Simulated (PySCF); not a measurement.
Compound: C6H3N2O (doublet state).
Structure used (GFN2-xTB), in Å, numbered top down from 1:
```xyz
12
C6H3N2O angstrom
N     -0.819    3.037   -0.151
C     -0.812    1.889   -0.095
C     -0.783    0.495   -0.041
C     -1.832   -0.369    0.136
O     -1.426   -1.636    0.123
C     -0.093   -1.650   -0.066
C      0.405   -0.343   -0.169
C      1.650    0.088   -0.454
N      2.779    0.498   -0.279
H     -2.878   -0.172    0.273
H      0.410   -2.592   -0.101
H      3.401    0.754   -1.040
```

The hyperfine couplings belong to this conformer and change with its torsions.

As a line formula: `[H]/N=[C]/c1cocc1C#N` [radical].

Level of theory: UKS B3LYP, pcH-1 on C H N O, non-relativistic, mean-field spin-orbit, GIAO (PySCF 2.14.0). Isolated species at its GFN2-xTB geometry (one conformer only). A GFN2-xTB geometry isn't a minimum of the functional, and hyperfine couplings can be far from their values at a DFT geometry. The frame is twisted about the C7–C8 bond at this geometry (dihedral C3–C7–C8–N9 = 90°); couplings at other torsion angles weren't computed. The SCF solution wasn't tested for stability.

**Question.** Give the principal g shifts and their parts.

**Answer.** 
```csv
Δg (ppm),1,2,3
relativistic mass correction,-185,-185,-185
gauge correction,39,5,-17
orbital Zeeman/spin–orbit,-2659,36,1302
total,-2805,-144,1100
```

So g = 1.99951, 2.00218, 2.00342 and g_iso = 2.00170; the tensor is rhombic: the two nearest values differ by 32 % of g3 − g1. Axes: g1 points within 5° of the C7–C8 bond and g3 points within 7° of the C6–H11 bond.

**Question.** At 94.295 GHz, how far is the centre of the isotropic spectrum from where a free electron (g = 2.002319) resonates?

**Answer.** B = hν/(g μB) with μB/h = 13.99624 MHz/mT gives 3364.68 mT for the free electron and 3365.72 mT at g_iso, 1.04 mT higher.

**Question.** What effective moment and Curie constant follow for a powder?

**Answer.** With the mean of g² = 4.0068 and S(S+1) = 0.75: μ_eff = √(⟨g²⟩S(S+1)) = 1.734 μB and χT = 0.12505·⟨g²⟩·S(S+1) = 0.376 cm³ K/mol (cgs; spin-Hamiltonian part alone).

**Question.** How much does each term add to the isotropic shift?

**Answer.** The orbital-Zeeman/spin–orbit term -440, the mass correction -185 and the gauge correction 9 ppm, for a total of -616 ppm. The orbital-Zeeman/spin–orbit term is the largest in size. The mass correction is the same along every axis, so the anisotropy comes from the other two: their spans along these axes are 56 (gauge) and 3962 ppm (orbital Zeeman/spin–orbit).

**Question.** In a frozen sample, at which fields do the three g values resonate at 9.5, 34, 94 and 263 GHz (hyperfine left aside), and which band first spreads them over more than twice a line width of 0.3 mT?

**Answer.** 
```
band    GHz  B(g3) mT  B(g2) mT  B(g1) mT  spread mT
   X    9.5    338.80    339.01    339.46       0.66
   Q   34.0   1212.54   1213.29   1214.91       2.37
   W   94.0   3352.31   3354.39   3358.86       6.55
   J  263.0   9379.34   9385.17   9397.66      18.32
```

The spread grows in proportion to the frequency. X band is the first where it exceeds 0.6 mT.

The Mulliken spin populations are largest on C8 (+0.48), C6 (+0.46), C7 (-0.13) and N9 (+0.11).

The HOMO–LUMO gaps are 3.36 eV among the α and 5.04 eV among the β orbitals.
